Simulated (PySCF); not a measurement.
System: H3Si (anion, charge -1), singlet: umbrella (inversion) coordinate, bond length relaxed. Scanned: angle between the Si-H bonds and the threefold axis (90 = planar). Other coordinates (Si-H bond length) were minimised at B3LYP/def2-TZVP.

The free coordinates were minimised at B3LYP/def2-TZVP in PySCF; the energy column is CCSD(T) on RHF/aug-cc-pVDZ, 5 core orbitals frozen (PySCF), in kcal/mol.

```csv
a / °,Si-H bond length / Å,E
90,1.477,24.22
93,1.478,23.68
96,1.482,22.09
99,1.488,19.60
102,1.495,16.44
105,1.504,12.90
108,1.513,9.29
111,1.521,5.94
114,1.528,3.12
117,1.534,1.08
120,1.540,0.00
123,1.545,0.02
126,1.550,1.21
129,1.556,3.63
132,1.561,7.31
```
